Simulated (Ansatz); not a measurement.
One change: `N[SiH2]B(N)O` becomes `CCB(N)O`.

Ansatz, PBE0-D4/def2-TZVP geometries, multiplicity 1. Each molecule was computed in one conformer, which needn't be the lowest.

```tsv
property	`N[SiH2]B(N)O`
LUMO energy (PBE0/def2-TZVPP) / eV	-0.02
HOMO energy (ωB97M-V/def2-TZVPP) / eV	-9.43
size of the dipole moment (PBE/def2-TZVPP) / D	1.38
size of the dipole moment (ωB97M-V/def2-TZVPP) / D	1.40
HOMO–LUMO gap (ωB97M-V/def2-TZVPP) / eV	11.06
HOMO–LUMO gap (B3LYP/def2-TZVPP) / eV	6.70
```

Question: What does the change do to each property? (An estimate is asked.)

Answer: Computed: 
```
                                          property  `CCB(N)O`  shift
                LUMO energy (PBE0/def2-TZVPP) / eV       0.64   0.66
             HOMO energy (ωB97M-V/def2-TZVPP) / eV     -10.17  -0.74
    size of the dipole moment (PBE/def2-TZVPP) / D       2.50   1.12
size of the dipole moment (ωB97M-V/def2-TZVPP) / D       2.54   1.14
           HOMO–LUMO gap (ωB97M-V/def2-TZVPP) / eV      12.13   1.07
             HOMO–LUMO gap (B3LYP/def2-TZVPP) / eV       7.79   1.09
```

With PBE0 the HOMO falls by 0.61 eV and the LUMO rises by 0.66 eV, so the gap widens by about 1.27 eV. PBE moves the HOMO by -0.52 eV and ωB97M-V by -0.74 eV. The zero-point energy changes by 57.4 kJ/mol with +3 modes. Dipoles are sizes alone; their direction can turn.

Positive LUMOs are unbound, so they and the gaps depend on the basis.

B3LYP here is the variant with VWN-RPA as its local correlation; programs differ in this.
